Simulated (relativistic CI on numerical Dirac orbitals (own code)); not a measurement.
**Radial parameters of Tc³⁹⁺**

Method of calculation: Dirac-Coulomb-Breit CI, KLI orbitals optimised for each configuration, model QED, unscaled Slater integrals (own radial code, finite nucleus).

Slater integrals F^k, G^k are unscaled and averaged over j, outside the closed core 1s2; ζ comes from projecting the Hamiltonian with its Breit term on Σ l·s of the shell.

- 2s2p: G^1(2s,2p) = 834880, ζ(2p) = 733960 cm⁻¹; <r>(2s) = 0.1395, <r^2>(2s) = 0.02285, <r>(2p) = 0.1197, <r^2>(2p) = 0.01729 (bohr units).
- 2p²: F^2(2p,2p) = 796650, ζ(2p) = 729950 cm⁻¹; <r>(2p) = 0.1199, <r^2>(2p) = 0.01735 (bohr units).
- 2p3s: ζ(2p) = 744790, G^1(2p,3s) = 85771 cm⁻¹; <r>(2p) = 0.1192, <r^2>(2p) = 0.01715, <r>(3s) = 0.3213, <r^2>(3s) = 0.1175 (bohr units).

Averages of the first 10 configurations, taken without configuration mixing, which lowers the lowest level and can move excited configurations by several eV; other configurations of the list can lie among them:

```tsv
Configuration	Parity	States	Average energy above the lowest level (eV)
2s²	even	1	9.4
2s2p	odd	12	185.3
2p²	even	15	395.6
2p3s	odd	12	3485.2
2p3p	even	36	3542.9
2s3s	even	4	3298.3
2s3p	odd	12	3358.6
2s3d	even	20	3400.2
2s4s	even	4	4427.1
2s4p	odd	12	4452.0
```
